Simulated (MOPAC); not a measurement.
MOPAC input (PM6):

```
PM6 1SCF CHARGE=-1 GEO-OK AUX(PRECISION=9) THREADS=1
C2H7Ge

C     1.58589300 1   -0.66338600 1   -0.41105000 1
Ge   -0.03736800 1    0.39962300 1    0.34010800 1
C    -1.46433600 1   -0.78256400 1   -0.60614600 1
H     1.48232400 1   -0.88894400 1   -1.47828900 1
H     1.68701100 1   -1.61171200 1    0.12934200 1
H     2.51543100 1   -0.10156800 1   -0.26693500 1
H    -0.00485200 1    1.51803300 1   -0.85145500 1
H    -1.20863500 1   -0.99408400 1   -1.65040700 1
H    -1.55937500 1   -1.73855500 1   -0.07830100 1
H    -2.44547800 1   -0.29540000 1   -0.58424200 1
```

Output:

```
 *******************************************************************************
 **                                                                           **
 **                              MOPAC v23.2.5                                **
 **                                                                           **
 *******************************************************************************
 ** MOPAC's Digital Object Identifier: https://doi.org/10.5281/zenodo.6511958 **
 **                                                                           **
 ** Please cite the open-source release paper for use of this MOPAC version:  **
 ** J. E. Moussa and J. J. P. Stewart (2026)                                  **
 ** MOPAC: An open-source semiempirical molecular orbital program             **
 ** J. Open Source Softw., 11(119), 8025, https://doi.org/10.21105/joss.08025 **
 *******************************************************************************

                              PM6 CALCULATION RESULTS

 *******************************************************************************
 *  PM6        - The PM6 Hamiltonian to be used
 *  GEO-OK     - OVERRIDE INTERATOMIC DISTANCE AND OTHER SAFETY CHECKS
 *
 *
 *
 *                 CHARGE ON SYSTEM = -1
 *
 *
 *
 *  1SCF       - DO 1 SCF AND THEN STOP
 *  AUX        - OUTPUT AUXILIARY INFORMATION
 *******************************************************************************
PM6 1SCF CHARGE=-1 GEO-OK AUX(PRECISION=9) THREADS=1
 C2H7Ge

   ATOM   CHEMICAL          X               Y               Z
  NUMBER   SYMBOL      (ANGSTROMS)     (ANGSTROMS)     (ANGSTROMS)

     1       C          1.58589300  *  -0.66338600  *  -0.41105000  *
     2      Ge         -0.03736800  *   0.39962300  *   0.34010800  *
     3       C         -1.46433600  *  -0.78256400  *  -0.60614600  *
     4       H          1.48232400  *  -0.88894400  *  -1.47828900  *
     5       H          1.68701100  *  -1.61171200  *   0.12934200  *
     6       H          2.51543100  *  -0.10156800  *  -0.26693500  *
     7       H         -0.00485200  *   1.51803300  *  -0.85145500  *
     8       H         -1.20863500  *  -0.99408400  *  -1.65040700  *
     9       H         -1.55937500  *  -1.73855500  *  -0.07830100  *
    10       H         -2.44547800  *  -0.29540000  *  -0.58424200  *

          CARTESIAN COORDINATES

    NO.       ATOM           X           Y           Z

     1         C          1.5859     -0.6634     -0.4111
     2        Ge         -0.0374      0.3996      0.3401
     3         C         -1.4643     -0.7826     -0.6061
     4         H          1.4823     -0.8889     -1.4783
     5         H          1.6870     -1.6117      0.1293
     6         H          2.5154     -0.1016     -0.2669
     7         H         -0.0049      1.5180     -0.8515
     8         H         -1.2086     -0.9941     -1.6504
     9         H         -1.5594     -1.7386     -0.0783
    10         H         -2.4455     -0.2954     -0.5842

 General Reference for PM6:
 "Optimization of Parameters for Semiempirical Methods V: Modification of NDDO Approximations
 and Application to 70 Elements", J. J. P. Stewart, J. Mol. Mod., 13, 1173-1213 (2007)
 URL: https://link.springer.com/article/10.1007/s00894-007-0233-4

           Empirical Formula: C2 H7 Ge  =    10 atoms

      MOLECULAR POINT GROUP   :   Cs

      RHF CALCULATION, NO. OF DOUBLY OCCUPIED LEVELS = 10

 -------------------------------------------------------------------------------
 PM6 1SCF CHARGE=-1 GEO-OK AUX(PRECISION=9) THREADS=1
 C2H7Ge

     1SCF WAS SPECIFIED, SO BFGS WAS NOT USED
     SCF FIELD WAS ACHIEVED

                              PM6 CALCULATION
                                                       MOPAC v23.2.5 Linux

          FINAL HEAT OF FORMATION =         -0.21945 KCAL/MOL =      -0.91818 KJ/MOL

          COSMO AREA              =        116.78 SQUARE ANGSTROMS
          COSMO VOLUME            =        106.85 CUBIC ANGSTROMS

          IONIZATION POTENTIAL    =          2.299443 EV
          HOMO LUMO ENERGIES (EV) =         -2.299  6.546
          NO. OF FILLED LEVELS    =         10
          MOLECULAR WEIGHT        =        103.6673         POINT GROUP:  Cs

          MOLECULAR DIMENSIONS (Angstroms)

            Atom       Atom       Distance
            H    10    H     6     4.97482
            H     9    H     7     3.31212
            H     8   Ge     2     2.19731

          SCF CALCULATIONS        =          1

   ATOM   CHEMICAL          X               Y               Z
  NUMBER   SYMBOL      (ANGSTROMS)     (ANGSTROMS)     (ANGSTROMS)

     1       C          1.58589300  *  -0.66338600  *  -0.41105000  *
     2      Ge         -0.03736800  *   0.39962300  *   0.34010800  *
     3       C         -1.46433600  *  -0.78256400  *  -0.60614600  *
     4       H          1.48232400  *  -0.88894400  *  -1.47828900  *
     5       H          1.68701100  *  -1.61171200  *   0.12934200  *
     6       H          2.51543100  *  -0.10156800  *  -0.26693500  *
     7       H         -0.00485200  *   1.51803300  *  -0.85145500  *
     8       H         -1.20863500  *  -0.99408400  *  -1.65040700  *
     9       H         -1.55937500  *  -1.73855500  *  -0.07830100  *
    10       H         -2.44547800  *  -0.29540000  *  -0.58424200  *

                             CARTESIAN COORDINATES

   1    C        1.585893000    -0.663386000    -0.411050000
   2   Ge       -0.037368000     0.399623000     0.340108000
   3    C       -1.464336000    -0.782564000    -0.606146000
   4    H        1.482324000    -0.888944000    -1.478289000
   5    H        1.687011000    -1.611712000     0.129342000
   6    H        2.515431000    -0.101568000    -0.266935000
   7    H       -0.004852000     1.518033000    -0.851455000
   8    H       -1.208635000    -0.994084000    -1.650407000
   9    H       -1.559375000    -1.738555000    -0.078301000
  10    H       -2.445478000    -0.295400000    -0.584242000

           Empirical Formula: C2 H7 Ge  =    10 atoms

      MOLECULAR POINT GROUP   :   Cs

                  EIGENVALUES
 -19.46986 -18.77169 -10.01903  -8.97059  -8.92426  -8.54231  -8.48311  -4.83940
  -4.82029  -2.29944   6.54574   7.10058   8.75380  10.70806  10.74736  10.76016
  10.78704  11.56637  11.63455

              NET ATOMIC CHARGES AND DIPOLE CONTRIBUTIONS

  ATOM NO.   TYPE          CHARGE      No. of ELECS.   s-Pop       p-Pop
    1          C          -0.470365        4.4704     1.08930     3.38106
    2         Ge          -0.785062        4.7851     1.54747     3.23759
    3          C          -0.470365        4.4704     1.08930     3.38106
    4          H           0.103964        0.8960     0.89604
    5          H           0.115243        0.8848     0.88476
    6          H           0.107568        0.8924     0.89243
    7          H           0.072243        0.9278     0.92776
    8          H           0.103964        0.8960     0.89604
    9          H           0.115243        0.8848     0.88476
   10          H           0.107568        0.8924     0.89243
 DIPOLE           X         Y         Z       TOTAL
 POINT-CHG.     0.072    -0.366    -0.899     0.973
 HYBRID         0.195    -0.912    -2.488     2.657
 SUM            0.267    -1.277    -3.387     3.630

          ATOMIC ORBITAL ELECTRON POPULATIONS

     Atom    s        px        py        pz
    1  C   1.08930   1.13300   1.13467   1.11339
    2 Ge   1.54747   0.82316   0.96075   1.45369
    3  C   1.08930   1.13072   1.13675   1.11359
    4  H   0.89604
    5  H   0.88476
    6  H   0.89243
    7  H   0.92776
    8  H   0.89604
    9  H   0.88476
   10  H   0.89243

 **********************
 *                    *
 * JOB ENDED NORMALLY *
 *                    *
 **********************

 == MOPAC DONE ==
```

The dipole moment of an ion depends on the origin.

The geometry given is a B3LYP-D3(BJ)/def2-TZVP minimum.
